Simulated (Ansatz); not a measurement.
Species: sum formula AlN2H4Cl (charge 0, singlet). 
Geometry from a B3LYP-D3(BJ)/def2-TZVP (Ansatz, a first-principles code) optimisation:
SMILES: [NH2][Al]([NH2])[Cl]
```xyz
8

N      1.5438    -1.2244     0.2724
Al    -0.0016    -0.3959     0.1083
N     -1.5537    -1.1808     0.3852
Cl     0.0067     1.6358    -0.4473
H      1.6689    -2.1895     0.5311
H      2.4347    -0.7815     0.1155
H     -2.4409    -0.7129     0.2931
H     -1.6867    -2.1423     0.6533
```

Computed values are from Ansatz. Correlated levels leave the core frozen unless marked. Open shells are spin-unrestricted. Spin-orbit coupling is left out. No relativistic terms. Basis-set limits of correlation are two-point, X^-3; Hartree-Fock from the larger set. [CCSD(T)-MP2]/basis is that difference in the basis named.

| Item | Value |
|---|---|
| atomisation energy De | 2770.4 kJ/mol at CCSD(T)/CBS(aug-cc-pV(T+d)Z,aug-cc-pV(Q+d)Z) |
| vertical triplet-singlet gap | 5.67 eV at RI-MP2/CBS(aug-cc-pV(T+d)Z,aug-cc-pV(Q+d)Z)+[CCSD(T)-MP2]/aug-cc-pV(T+d)Z |
| total energy | -813.7559 Eh at CCSD(T)/CBS(aug-cc-pV(T+d)Z,aug-cc-pV(Q+d)Z) |
| dipole moment | 2.42 D at CCSD(T)/aug-cc-pV(D+d)Z |
| T1 diagnostic | 0.009 at CCSD/aug-cc-pV(Q+d)Z |
